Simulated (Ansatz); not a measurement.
Two isomers of CH6F2SiSn: A = `C[Si](F)(F)[SnH3]`, B = `FC[SiH2][SnH2][F]`.

Computed with Ansatz on PBE0-D4/def2-TZVP structures; ΔE is electronic, products minus reactants. CCSD(T)/CBS adds triple-zeta CCSD(T) − MP2 to the extrapolated MP2 energy (def2 sets, frozen cores). DFT in def2-TZVPP. B3LYP here is the variant with VWN-RPA as its local correlation; programs differ in this. Elements past krypton have def2 core potentials. For Sn outer-core shells are correlated without core-valence functions, which leaves a few kJ/mol of doubt a bond. Each species was taken in one conformer, which may not be the lowest.

A:

Z-matrix (Å, degrees):
```
C
Si 1 1.847
H 1 1.093 2 110.6
H 1 1.092 2 110.6 3 -120.1
H 1 1.093 2 110.1 3 119.9
F 2 1.598 1 108.6 3 -177.3
F 2 1.598 1 108.6 3 -62.6
Sn 2 2.569 1 116.6 3 60.1
H 8 1.707 2 110.2 1 59.8
H 8 1.707 2 110.2 1 -59.2
H 8 1.704 2 111.1 1 -179.7
```

B:

Z-matrix (Å, degrees):
```
C
Si 1 1.900
F 1 1.389 2 110.1
H 1 1.095 2 110.9 3 -119.8
H 1 1.095 2 111.3 3 120.0
Sn 2 2.569 1 109.4 3 48.6
H 2 1.489 1 108.0 3 168.4
H 2 1.485 1 111.1 3 -71.7
F 6 1.931 2 105.3 1 -92.0
H 6 1.707 2 115.8 1 22.6
H 6 1.708 2 115.5 1 154.6
```

**Question.** Which isomer does CCSD(T)/CBS put lower? Give the gap. (Best estimate.)

**Answer.** The calculation gave: A, by 347.0 kJ/mol.

**Question.** Give E(B) − E(A) in kJ/mol with MP2/def2-TZVPP, B2PLYP, CCSD(T)/def2-TZVPP, PBE-D4, B3LYP-D4, HF/def2-TZVPP, PBE0-D4. (Best estimate.)

**Answer.** Computed: MP2/def2-TZVPP 362.3, B2PLYP 343.6, CCSD(T)/def2-TZVPP 349.8, PBE-D4 321.4, B3LYP-D4 334.9, HF/def2-TZVPP 347.1, PBE0-D4 335.5. None reverses the order clearly.

Largest T1 diagnostic: 0.013.

From PBE to PBE0 (25 % exact exchange), in def2-TZVPP and without D4, E(B) − E(A) moves by +14.4 kJ/mol.
